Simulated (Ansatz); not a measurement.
A run for Ansatz (a program for electronic structure): U-B3LYP/cc-pVTZ on BrGeH3 (SMILES [GeH3][Br]), a point of a bond scan (R = 4.081 Å).

Ansatz 0.2 input:
```yaml
crystal:
  periodic: [false, false, false]
  atoms:
    - {symbol: Ge, position_ang: [-1.14560058, 0.04679150, 0.00463248]}
    - {symbol: Br, position_ang: [2.93162469, -0.11974079, -0.01185465]}
    - {symbol: H, position_ang: [-1.53993749, 1.48382174, -0.35409628]}
    - {symbol: H, position_ang: [-1.60695799, -0.33231658, 1.41625220]}
    - {symbol: H, position_ang: [-1.64237120, -0.95588990, -1.04278950]}
basis:
  gaussian:
    orbitals: cc-pVTZ
hamiltonian:
  xc: {name: B3LYP}
magnetization: {spin_polarized: true, initial_magnetization: 0}
```

Output:

```
WARN ansatz: RAYON_NUM_THREADS=1 ignored (pool sized by the plan → 1); use --threads N
Functional definition: B3LYP
integrals: 0.08 GiB planned
781 factors; integrals over basis functions are off by at most 9.4e-4 eV
mean field: 0.90 GiB planned
mean field evaluation 1: about -126612.3818 eV, gradient 1.9e1 eV
mean field evaluation 2: about -126571.5981 eV, gradient 7.2e1 eV
mean field evaluation 4: about -126615.0194 eV, gradient 6.7e0 eV
mean field evaluation 8: about -126615.6492 eV, gradient 5.8e-1 eV
mean field evaluation 16: about -126615.6552 eV, gradient 5.0e-4 eV
mean field evaluation 32: about -126615.7023 eV, gradient 2.0e0 eV
mean field evaluation 64: about -126615.8048 eV, gradient 1.6e0 eV
mean field -126615.83158737 eV, -4653.0459875426 hartree, gradient 3.5e-6 eV, S^2 0.538639; 6 other end points of the search recorded, 0 dependent functions left out
reference -126615.83184680 eV, -4653.0459970766 hartree; 35, 35 occupied and 93, 93 virtual orbitals, 781 factors
Total energy: -126615.83184680 eV, -4653.0459970766 hartree
```

The calculation finished and met its thresholds. Its determinant has ⟨S²⟩ = 0.54, a mixture of spin states.

Cost: around 20 core-seconds (rough).
